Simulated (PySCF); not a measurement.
UHF on B²⁺ (boron, charge +2)

Configuration: [He] 3d1, 2D determinant (an excited configuration). Computed with PySCF 2.14 in aug-cc-pVDZ-DK (4s3p2d, 23 functions), with the spin-free X2C one-electron Hamiltonian (Gaussian nucleus).

```
Total energy                                                  : -22.486574 hartree
One-electron energy                                           : -26.0368 hartree
Hartree (Coulomb) energy                                      : 6.5845 hartree
Exchange energy                                               : -3.0343 hartree
⟨S²⟩                                                          : 0.7500
⟨L²⟩                                                          : 6.000
Sum of ⟨r⟩                                                    : 4.218 bohr
Sum of ⟨r²⟩                                                   : 14.72 bohr²
Traceless quadrupole moment −½Σ⟨3z² − r²⟩ along its main axis : 4.12 e·bohr²
Langevin diamagnetic susceptibility                           : -11.7 ×10⁻⁶ cm³/mol
```

```tsv
shell	electrons	mean orbital energy (eV)	rms radius, mean of both spins (bohr)
1s α	1	-250.91	0.377
1s β	1	-250.91	0.377
3d α	1	-13.468	3.80
```

The outer electron is Rydberg-like, and this basis confines it to a smaller radius and binds it less than a complete one would.

Spin-orbit constants ζ (cm⁻¹) from the X2C one-electron operator on these orbitals: bare nucleus, nucleus screened by l(l+1)(2l+1)/3 electrons, and screened by the Breit-Pauli mean field of the electrons.

```
shell   bare  screened nucleus  mean field
   3d  1.738             1.043      0.9891
```

To first order the Landé constant is A = 0.9891 cm⁻¹, so the lowest level has J = 3/2 and lies 0.000184 eV below the centre of the term.
